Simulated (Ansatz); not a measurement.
`CC[N](C)[InH2]` + `O[Si]1(Cl)CO1` → `CO[Si]1(Cl)CO1` + `C[N](C)[InH2]`  (substitution at a C–C bond)

Calculated with Ansatz (gas phase, PBE0-D4/def2-TZVP geometries, no zero-point term in ΔE). CCSD(T)/CBS adds triple-zeta CCSD(T) − MP2 to the extrapolated MP2 energy (def2 sets, frozen cores). DFT in def2-TZVPP. def2 core potentials past Kr. For In outer-core shells are correlated without core-valence functions, which leaves a few kJ/mol of doubt a bond. Each species was taken in one conformer, which may not be the lowest.

```
         level  ΔE (eV)
     r2SCAN-D4     0.62
       ωB97X-V     0.58
MP2/def2-QZVPP     0.71
CCSD/CBS(def2)     0.65
```

What does CCSD(T)/CBS give? (Estimate.)

Computed: +0.67 eV. The listed levels differ from it by -0.05, -0.09, 0.04, -0.02 eV.

Largest T1 diagnostic among the species: 0.017.

In def2-TZVPP, CCSD(T) changes the Hartree–Fock value by +0.18 eV (the triples alone add +0.02 eV) and MP2 by +0.24 eV.
